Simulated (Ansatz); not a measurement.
`[CH3][GeH]([Cl])[SeH]` + H–F → `[CH3][GeH]([F])[SeH]` + HCl at 400 K and 1 bar (ligand exchange at a Ge–Cl bond).

Calculated with Ansatz (gas phase, PBE0-D4/def2-TZVP geometries, no zero-point term in ΔE). CCSD(T)/CBS is the MP2 limit (def2-TZVPP, def2-QZVPP) plus CCSD(T) − MP2 in def2-TZVPP, frozen cores. This one scheme is used for every species. For Ge, Se outer-core shells are correlated without core-valence functions, which leaves a few kJ/mol of doubt a bond. Scalar relativity is left out up to krypton. Each species was taken in one conformer, which may not be the lowest.

```csv
species,CCSD(T)/CBS energy (Eh),H − E (kJ/mol),S (J/(mol·K))
`[CH3][GeH]([Cl])[SeH]`,-4977.73636,176.9,406.2
H–F,-100.39570,36.5,182.2
`[CH3][GeH]([F])[SeH]`,-4617.74462,178.0,394.5
HCl,-460.38127,29.6,195.4
```

H − E and S are ideal-gas, rigid-rotor, harmonic terms from PBE0-D4/def2-TZVP, for one conformer and one mirror image of each species. 1 Eh = 2625.50 kJ/mol, R = 8.31446 J/(mol·K).

Question: By hand: ΔE, ΔH, ΔS and ΔG.

Answer: ΔE = (-4617.74462) + (-460.38127) − (-4977.73636) − (-100.39570) = 0.00617 Eh = 16.2 kJ/mol. Δ(H − E) = 178.0 + 29.6 − 176.9 − 36.5 = -5.8, so ΔH = 10.4 kJ/mol. ΔS = 394.5 + 195.4 − 406.2 − 182.2 = 1.5 J/(mol·K). ΔG = 10.4 − 400 × (1.5)/1000 = 9.8 kJ/mol.

Question: By hand: the equilibrium constant, and the temperature at which ΔG would vanish if ΔH and ΔS stayed fixed.

Answer: log₁₀ K = −ΔG/(RT ln 10) = -1.3. ΔG = 0 at ΔH/ΔS = 6933 K, far beyond where these terms or the molecules hold.

The number of gas molecules stays the same, so ΔS is small and ΔH decides. A doubt of 5 kJ/mol in ΔE shifts log₁₀ K by 0.7 here. Other conformers and mirror images would add mixing entropy, several J/(mol·K) or more a flexible species. These are equilibria of isolated gas molecules and say nothing of rates. Largest T1 diagnostic: 0.010 (customary marks: 0.02 for closed shells, 0.045 for open ones).
